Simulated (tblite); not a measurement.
C6H5FN (doublet state).
Bonds: C1–C2 (double), C2–C3, C3–C4 (aromatic), C4–C5 (aromatic), C5–F6, C5–C7 (aromatic), C7–N8 (aromatic), C3–N8 (aromatic). Hydrogens: H9, H10 on C1; H11 on C2; H12 on C4; H13 on N8.
Bond orders are those of one Lewis drawing.

Computed with GFN2-xTB (tblite), gas phase: L-BFGS steps from a force-field or distance-geometry start until the largest atomic force falls under 0.01 eV/Å.

Step 1: E = -623.2793 eV
```
atom  x, y, z in Å  |  force x, y, z in eV/Å
C1     -2.2517   -0.4381   -0.0398   -0.290  -0.313  -0.040
C2     -1.3401    0.5266    0.0186   -0.080   0.003   0.050
C3      0.0643    0.2671    0.0187    0.350  -0.202  -0.041
C4      0.8141   -0.9157   -0.0668    0.078   0.943   0.100
C5      2.1679   -0.5117   -0.0188   -0.285  -0.239   0.042
F6      3.2120   -1.3383   -0.0794    0.113  -0.117   0.009
C7      2.2129    0.8586    0.0569    0.078  -0.158  -0.151
N8      0.9552    1.3083    0.0926   -0.224   0.523   0.155
H9     -3.2969   -0.2000   -0.0257   -0.170  -0.050   0.005
H10    -1.9925   -1.4864   -0.1018   -0.010   0.234   0.001
H11    -1.6699    1.5648    0.0921    0.254  -0.247  -0.042
H12     0.4473   -1.9153   -0.1237    0.035  -0.111  -0.051
H13     0.6730    2.2806    0.1592    0.151  -0.267  -0.037
```

Step 2: E = -623.2934 eV
```
atom  x, y, z in Å  |  force x, y, z in eV/Å
C1     -2.2570   -0.4416   -0.0403    0.007   0.008  -0.018
C2     -1.3416    0.5247    0.0192   -0.062  -0.203   0.021
C3      0.0688    0.2682    0.0183   -0.052   0.063   0.000
C4      0.8148   -0.9066   -0.0656   -0.067   0.253   0.038
C5      2.1650   -0.5144   -0.0182    0.035  -0.068   0.069
F6      3.2135   -1.3402   -0.0792    0.005  -0.060   0.013
C7      2.2112    0.8571    0.0549    0.088  -0.138  -0.160
N8      0.9544    1.3141    0.0947   -0.038   0.037   0.122
H9     -3.2982   -0.2010   -0.0256   -0.270  -0.036   0.008
H10    -1.9925   -1.4830   -0.1018    0.001   0.060  -0.010
H11    -1.6662    1.5617    0.0915    0.206  -0.181  -0.033
H12     0.4485   -1.9154   -0.1244    0.101   0.153  -0.037
H13     0.6750    2.2769    0.1587    0.048   0.111  -0.013
```

Step 3: E = -623.3007 eV
```
atom  x, y, z in Å  |  force x, y, z in eV/Å
C1     -2.2594   -0.4425   -0.0408   -0.134   0.006  -0.016
C2     -1.3435    0.5195    0.0199    0.051  -0.046   0.010
C3      0.0694    0.2710    0.0182   -0.135   0.095   0.034
C4      0.8137   -0.8997   -0.0645   -0.061  -0.064  -0.001
C5      2.1650   -0.5165   -0.0166    0.120   0.026   0.096
F6      3.2141   -1.3421   -0.0790   -0.036  -0.056   0.014
C7      2.2113    0.8541    0.0511    0.032  -0.073  -0.173
N8      0.9542    1.3165    0.0978    0.055  -0.092   0.114
H9     -3.3035   -0.2022   -0.0255   -0.167  -0.052   0.008
H10    -1.9924   -1.4806   -0.1019    0.000  -0.042  -0.018
H11    -1.6609    1.5573    0.0907    0.149  -0.130  -0.024
H12     0.4510   -1.9121   -0.1253    0.095   0.220  -0.036
H13     0.6766    2.2776    0.1582    0.030   0.209  -0.008
```

Step 4: E = -623.3089 eV
```
atom  x, y, z in Å  |  force x, y, z in eV/Å
C1     -2.2683   -0.4452   -0.0420    0.035   0.180  -0.001
C2     -1.3445    0.5125    0.0211   -0.076  -0.111  -0.031
C3      0.0685    0.2769    0.0189   -0.113   0.020   0.087
C4      0.8113   -0.8901   -0.0629    0.070  -0.285  -0.040
C5      2.1667   -0.5192   -0.0121    0.084   0.046   0.119
F6      3.2146   -1.3465   -0.0782   -0.077  -0.051   0.015
C7      2.2115    0.8485    0.0415    0.009   0.128  -0.176
N8      0.9552    1.3194    0.1051    0.093  -0.103   0.101
H9     -3.3139   -0.2053   -0.0250   -0.092  -0.050   0.010
H10    -1.9923   -1.4777   -0.1026   -0.029  -0.169  -0.027
H11    -1.6497    1.5478    0.0889    0.020   0.062   0.001
H12     0.4566   -1.9028   -0.1276    0.020   0.146  -0.047
H13     0.6800    2.2822    0.1573    0.057   0.188  -0.014
```

**Question.** Estimate the geometry and energy of step 5. (The exact step hangs on the optimiser's Hessian estimate; all steps are aligned on step 4, rigid shifts and turns removed.)

**Answer.** E = -623.3128 eV, largest force 0.242 eV/Å
```
atom  x, y, z in Å  |  force x, y, z in eV/Å
C1     -2.2716   -0.4440   -0.0426   -0.090  -0.064  -0.015
C2     -1.3467    0.5077    0.0212    0.069   0.100  -0.026
C3      0.0674    0.2786    0.0205   -0.037  -0.028   0.104
C4      0.8119   -0.8880   -0.0626    0.105  -0.203  -0.037
C5      2.1678   -0.5202   -0.0082    0.040   0.066   0.118
F6      3.2138   -1.3493   -0.0777   -0.076  -0.046   0.017
C7      2.2121    0.8480    0.0344    0.008   0.172  -0.170
N8      0.9563    1.3205    0.1100    0.040  -0.075   0.092
H9     -3.3200   -0.2074   -0.0247   -0.009  -0.050   0.009
H10    -1.9928   -1.4787   -0.1033   -0.070  -0.093  -0.022
H11    -1.6444    1.5445    0.0881   -0.027   0.096   0.007
H12     0.4591   -1.8973   -0.1294   -0.033   0.023  -0.057
H13     0.6827    2.2862    0.1566    0.080   0.101  -0.021
```

The energy changes by -0.0039 eV. The first-order estimate −F·Δx gives -0.0055 eV and the mean of the old and new forces, exact on a quadratic surface, -0.0039 eV. The step makes an angle of 59° with the force vector and moves no atom by more than 0.007 Å.

The cost below is that of the whole relaxation. The run took 0.27 s on one thread of an Arm Neoverse V1, shared host with 32 logical CPUs at a one-minute load of 12.
